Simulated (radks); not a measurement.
Values are calculated unless marked as measured or tabulated.
Neutral indium inside a hard spherical wall (all orbitals vanish at R), configuration held at [Kr] 4d10 5s2 5p1 and not refilled when levels cross. Code: a radial shooting solver on a logarithmic mesh with Libxc functionals. Model: scalar-relativistic Kohn-Sham, PBE, spin-polarised, spherical densities, finite nucleus; open shells are filled with parallel spins first (spin-orbit coupling, left out, can overturn this in heavy ions); Fermi nuclear charge, rms radius 4.6156 fm. Eigenvalues in eV for spin up, with the zero of energy where the potential of the charges vanishes at infinity; a dash marks a level that is unbound or too diffuse for the functional's potential to be trusted. A positive occupied level is held by the wall or, in an anion where self-interaction has pushed it up, behind a barrier. The pressure on the wall is -dE/dV.

[
 {"R (bohr)": "free", "E (hartree)": "-5881.49996", "kinetic (hartree)": "6130.008", "e(4p)": "-78.083", "e(4d)": "-18.604", "e(5s)": "-8.443", "e(5p)": "-2.779", "e(6s, empty)": "-", "e(5d, empty)": "-", "pressure (GPa)": "0"},
 {"R (bohr)": "12", "E (hartree)": "-5881.49975", "kinetic (hartree)": "6130.010", "e(4p)": "-78.056", "e(4d)": "-18.577", "e(5s)": "-8.422", "e(5p)": "-2.756", "e(6s, empty)": "0.007", "e(5d, empty)": "1.232", "pressure (GPa)": "0.00298"},
 {"R (bohr)": "10", "E (hartree)": "-5881.49877", "kinetic (hartree)": "6130.017", "e(4p)": "-77.976", "e(4d)": "-18.498", "e(5s)": "-8.362", "e(5p)": "-2.684", "e(6s, empty)": "0.719", "e(5d, empty)": "1.884", "pressure (GPa)": "0.0241"},
 {"R (bohr)": "6", "E (hartree)": "-5881.45263", "kinetic (hartree)": "6130.253", "e(4p)": "-76.635", "e(4d)": "-17.193", "e(5s)": "-7.322", "e(5p)": "-1.076", "e(6s, empty)": "9.030", "e(5d, empty)": "6.952", "pressure (GPa)": "3.19"},
 {"R (bohr)": "5", "E (hartree)": "-5881.35969", "kinetic (hartree)": "6130.669", "e(4p)": "-75.167", "e(4d)": "-15.786", "e(5s)": "-5.927", "e(5p)": "1.071", "e(6s, empty)": "17.689", "e(5d, empty)": "11.566", "pressure (GPa)": "15.0"},
 {"R (bohr)": "4", "E (hartree)": "-5881.02654", "kinetic (hartree)": "6132.024", "e(4p)": "-71.887", "e(4d)": "-12.690", "e(5s)": "-1.973", "e(5p)": "6.751", "e(6s, empty)": "37.856", "e(5d, empty)": "21.937", "pressure (GPa)": "90.5"},
 {"R (bohr)": "3.5", "E (hartree)": "-5880.56044", "kinetic (hartree)": "6133.837", "e(4p)": "-68.632", "e(4d)": "-9.620", "e(5s)": "2.757", "e(5p)": "13.140", "e(6s, empty)": "58.376", "e(5d, empty)": "32.329", "pressure (GPa)": "259"},
 {"R (bohr)": "3", "E (hartree)": "-5879.47983", "kinetic (hartree)": "6137.936", "e(4p)": "-62.904", "e(4d)": "-4.098", "e(5s)": "12.449", "e(5p)": "25.603", "e(6s, empty)": "94.908", "e(5d, empty)": "50.726", "pressure (GPa)": "857"},
 {"R (bohr)": "2.5", "E (hartree)": "-5876.62959", "kinetic (hartree)": "6148.463", "e(4p)": "-51.946", "e(4d)": "7.059", "e(5s)": "34.742", "e(5p)": "52.769", "e(6s, empty)": "166.20", "e(5d, empty)": "86.597", "pressure (GPa)": "3470"},
 {"R (bohr)": "1.5", "E (hartree)": "-5831.48796", "kinetic (hartree)": "6296.024", "e(4p)": "39.357", "e(4d)": "110.52", "e(5s)": "286.51", "e(5p)": "325.51", "e(6s, empty)": "744.39", "e(5d, empty)": "381.02", "pressure (GPa)": "149000"}
]
